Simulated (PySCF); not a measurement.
**Vanadium: a sound run and one with changed settings**

Sound run: V [Ar] 3d3 4s2, V+ [Ar] 3d4. All numbers are calculated (PySCF 2.14, scalar relativity by spin-free X2C-1e, in Sapporo-DKH3-DZP-2012 (6s5p3d1f, 43 functions)). In the sound run the correlated levels freeze [Ar]. The sound run starts from symmetry-adapted Hartree-Fock orbitals and uses a fine grid where one is needed.

Changed run: basis STO-3G, all-electron and non-relativistic. This setting is unsound on purpose.

```tsv
species	method	sound run (hartree)	changed run (hartree)	converged
V	UHF	-948.11987	-933.02461	yes
V	MN15	-949.60715	-932.36329	yes
V	PBE	-948.92671	-933.64332	yes
V	MP2	-948.17097	-933.04716	yes
V+	UHF	-947.89436	-932.74344	yes
V+	MN15	-949.38128	-932.05421	yes
V+	PBE	-948.69228	-933.30567	yes
V+	MP2	-947.93147	-932.74384	yes
```

Ionisation energy of V:

| method | sound run (eV) | changed run (eV) |
| --- | --- | --- |
| UHF | 6.137 | 7.651 |
| MN15 | 6.146 | 8.410 |
| PBE | 6.379 | 9.188 |
| MP2 | 6.517 | 8.254 |
| SCS-MP2 | 6.968 | 8.381 |

A minimal basis cannot let orbitals breathe on ionisation and holds almost no correlation. The Hamiltonian changed with the basis, so the totals do not compare.

For comparison, NIST gives 6.746 eV between the lowest levels.
